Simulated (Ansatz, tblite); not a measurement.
Cost and result up the ladder for (ClZn-mu-H)2 (Zn2H2Cl2) (6 atoms). Total charge 0; singlet. Geometry: PBE-D4/def2-SVP.

```xyz
6

Zn   -0.6447    0.8616   -0.5578
Cl   -1.1295    2.4508   -1.8701
H    -1.1577   -0.1997    0.5963
Zn    0.6464   -0.8553    0.5647
Cl    1.1224   -2.4711    1.8475
H     1.1631    0.2137   -0.5806
```

Ansatz on 4 threads of Intel Xeon Platinum 8259CL on a shared host; xTB runs through tblite on one thread. Times are rough, summed over both states, and most runs start from the orbitals of an earlier one. PBE0-D4/def2-TZVP serves as the yardstick here, not as an exact answer. The other state is a doublet.

The xTB rows come from tblite.

Raw xTB energies of ions are shifted by several eV.

| level | functions | wall time | vertical IE (eV) | difference from PBE0-D4/def2-TZVP (eV) |
| --- | --- | --- | --- | --- |
| GFN1-xTB | 30 | 0.014 s | 14.49 | 4.25 |
| GFN2-xTB | 28 | 0.015 s | 14.39 | 4.15 |
| PBE-D4/def2-TZVP | 182 | 6.6 s | 9.68 | -0.56 |
| PBE0-D4/def2-TZVP | 182 | 14 s | 10.24 | 0.00 |
| r2SCAN-D4/def2-TZVP | 182 | 15 s | 9.91 | -0.33 |
